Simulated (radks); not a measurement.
Question: Species: Lu4+. Configuration: [Xe] 4f11 5d2 (not the ground configuration). All-electron calculation, Dirac Kohn-Sham, PBEsol, spin-unpolarised, spherical densities, finite nucleus; open shells fill j = l - 1/2 first; Fermi nuclear charge, rms radius 5.37 fm. Program: a radial shooting solver on a logarithmic mesh with Libxc functionals. Some entries of the table are withheld. Estimate them.

orbital,occ.,eigenvalue (eV),<1/r> (bohr^-1)
1s1/2,2,(1),82.16
2s1/2,2,-10807.40,19.87
2p1/2,2,-10320.65,19.85
2p3/2,4,-9204.096,16.95
3s1/2,2,-2505.276,7.286
3p1/2,2,-2289.470,7.204
3p3/2,4,-2051.453,6.459
3d3/2,4,-1684.045,(2)
3d5/2,6,-1632.098,(3)
4s1/2,2,-554.0035,3.068
4p1/2,2,-465.9351,2.960
4p3/2,4,-410.9513,2.702
4d3/2,4,(4),2.491
4d5/2,6,(5),2.429
5s1/2,2,(6),1.212
5p1/2,2,-88.0921,1.097
5p3/2,4,-79.4715,1.010
4f5/2,6,-75.8963,1.983
4f7/2,5,-74.1292,1.958
5d3/2,2,(7),0.7638
5d5/2,0,(8),0.7466

Answer: 
(1) 1s1/2 eigenvalue (eV): -63186.12
(2) 3d3/2 <1/r> (bohr^-1): 6.349
(3) 3d5/2 <1/r> (bohr^-1): 6.170
(4) 4d3/2 eigenvalue (eV): -265.6897
(5) 4d5/2 eigenvalue (eV): -255.5221
(6) 5s1/2 eigenvalue (eV): -114.6113
(7) 5d3/2 eigenvalue (eV): -43.4487
(8) 5d5/2 eigenvalue (eV): -42.4806
